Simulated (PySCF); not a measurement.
A structure optimised at PBE0-D3(BJ)/def2-SVP, used in a PySCF frequency run:

```xyz
12

Ga     0.7834    -0.2459     0.0000
H      2.3308    -0.3459     0.0000
Br    -0.2789     1.7913     0.0000
N     -0.3144    -1.6876     0.0000
C     -1.7527    -1.6176     0.0000
C      0.2092    -3.0300     0.0000
H     -2.1839    -2.1146     0.8909
H     -2.1839    -2.1146    -0.8909
H     -2.0920    -0.5717     0.0000
H     -0.1219    -3.5997    -0.8905
H     -0.1219    -3.5997     0.8905
H      1.3104    -3.0263     0.0000
```
Charge 0, spin multiplicity 1.

Q: Write its SMILES, formula and point group.

A: C[N](C)[GaH][Br], C2H7BrGaN, Cs

Q: What are its rotational constants (standard atomic weights)?

A: 4.5303, 1.0403, 0.85519 GHz
